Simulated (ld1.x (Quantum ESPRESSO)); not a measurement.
# Building the TM potential for Au (LDA (PZ), scalar-relativistic).

```
Element                 : gold
Generator               : ld1.x (Quantum ESPRESSO) 7.5
Type                    : norm-conserving Troullier–Martins (Kleinman–Bylander form)
Functional              : LDA (PZ)
Relativity              : scalar-relativistic
Frozen core             : [Xe] 4f14
Valence charge          : 11
Reference configuration : 5d10 6s0.5 6p0.5
Partial waves           : 6p (bound): rc 2.65 bohr; 5d (bound): rc 1.50 bohr; 6s (bound): rc 2.45 bohr
Local potential         : the s channel
Core correction         : none
```

Calculated quality:

```json
{"Cutoffs needed": "45 Ry and 80 Ry (the cutoffs (Ry, on a coarse ladder) from which the occupation-weighted sum of valence levels, in a spherical-Bessel basis at the reference potential, stays within 10 and 1 mRy of its value at 400 Ry)", "Ghost test": "no extra level below or beside the all-electron valence levels (p, d, s, f tested) (spherical-Bessel basis up to 400 Ry, 20 bohr box)", "Largest excitation error": "-224 meV (all-electron minus pseudo) for 5d8 6s0 6p0, out of 7 test configurations"}
```

Generation and tests took about 2.6 s on one core of a shared server CPU.
